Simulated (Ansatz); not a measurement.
`[BH2][Al]([CH3])[SiH2]F` + `CO[SiH3]` → `[BH2][Al]([CH3])[CH3]` + `F[SiH2]O[SiH3]`  (redistribution)

Calculated with Ansatz (gas phase, PBE0-D4/def2-TZVP geometries, no zero-point term in ΔE). CBS: MP2 limit from def2 TZ/QZ plus the TZ coupled-cluster correction, frozen cores. Functionals use def2-TZVPP. One conformer a species, not always the lowest.

`[BH2][Al]([CH3])[SiH2]F`:

Cartesian coordinates in Å:
```
B -1.228 0.985 -1.780
Al -0.291 0.210 -0.052
C -0.888 0.481 1.798
Si 1.741 -1.177 -0.372
F 2.110 -1.307 -1.941
H -0.926 2.042 -2.264
H -2.076 0.387 -2.383
H -1.135 -0.481 2.261
H -0.085 0.917 2.402
H -1.763 1.129 1.882
H 2.950 -0.615 0.303
H 1.591 -2.571 0.145
```

`CO[SiH3]`:

Z-matrix (Å, degrees):
```
C
O 1 1.408
H 1 1.091 2 108.3
H 1 1.096 2 111.5 3 119.2
H 1 1.096 2 111.5 3 -119.2
Si 2 1.642 1 122.4 3 -179.7
H 6 1.481 2 106.5 1 179.8
H 6 1.490 2 110.9 1 59.7
H 6 1.490 2 110.9 1 -60.1
```

`[BH2][Al]([CH3])[CH3]`:

Cartesian coordinates in Å:
```
B 2.166 -0.127 -0.650
Al 0.135 -0.013 -0.038
C -1.164 -1.382 -0.581
C -0.494 1.474 1.081
H 3.011 -0.713 -0.027
H 2.582 0.387 -1.653
H -1.391 -2.034 0.272
H -2.114 -0.929 -0.883
H -0.821 -2.025 -1.395
H -1.313 1.169 1.740
H -0.888 2.272 0.439
H 0.291 1.921 1.695
```

`F[SiH2]O[SiH3]`:

```xyz
9

F     0.391   -1.500   -1.895
Si    0.904   -0.126   -1.270
O     0.405   -0.009    0.263
Si   -0.830    0.164    1.328
H     2.380   -0.148   -1.287
H     0.328    0.965   -2.087
H    -0.311    0.868    2.525
H    -1.345   -1.173    1.713
H    -1.923    0.960    0.711
```

```csv
level,ΔE (eV)
r2SCAN0-D4,-2.39
HF/def2-SVP,-2.28
```

(1) What does CCSD(T)/CBS give? (Estimate.)

Largest T1 diagnostic among the species: 0.012.

Results:

(1) Computed: -2.42 eV. The listed levels differ from it by 0.03, 0.14 eV.

From PBE to PBE0 (25 % exact exchange), in def2-TZVPP and without D4, ΔE moves by −0.12 eV. Leaving LDA and LC-ωPBE aside and taking each functional with its dispersion term where it has one, the values, not all of them listed here, spread over 0.38 eV, from BHLYP-D4 to revPBE-D4. LDA lies −0.07 eV from PBE without D4. At CCSD(T), def2-SVP lies +0.26 eV from the extrapolated value and def2-TZVPP +0.04 eV.

CCSD(T)/CBS has its own doubt, a few kJ/mol and more with outer-core shells, so smaller differences from it don't rank the levels.
